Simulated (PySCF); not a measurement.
Neon: a sound run and one with changed settings

Sound run: Ne²⁺ [He] 2s2 2p4, Ne³⁺ [He] 2s2 2p3. Computed with PySCF 2.14 in aug-cc-pVDZ-DK (4s3p2d, 23 functions), with the spin-free X2C one-electron Hamiltonian (Gaussian nucleus). In the sound run the correlated levels freeze 1s2. The sound run starts from symmetry-adapted Hartree-Fock orbitals and uses a fine grid where one is needed.

Changed run: all electrons correlated in a basis built for the valence shell.

| species | method | sound run (hartree) | changed run (hartree) | converged |
| --- | --- | --- | --- | --- |
| Ne²⁺ | MP2 | -126.55750 | -126.55940 | yes |
| Ne²⁺ | CCSD(T) | -126.57176 | -126.57354 | yes |
| Ne³⁺ | MP2 | -124.26251 | -124.26428 | yes |
| Ne³⁺ | CCSD(T) | -124.27608 | -124.27773 | yes |

Ionisation energy of Ne²⁺:

```tsv
method	sound run (eV)	changed run (eV)
UHF	61.693	61.693
MP2	62.450	62.454
SCS-MP2	62.448	62.447
CCSD	62.455	62.458
CCSD(T)	62.469	62.472
```

A valence basis has no tight correlating functions, so it recovers only part of the core correlation, and not evenly between atom and ion.

For comparison, NIST gives 63.423 eV between the lowest levels.
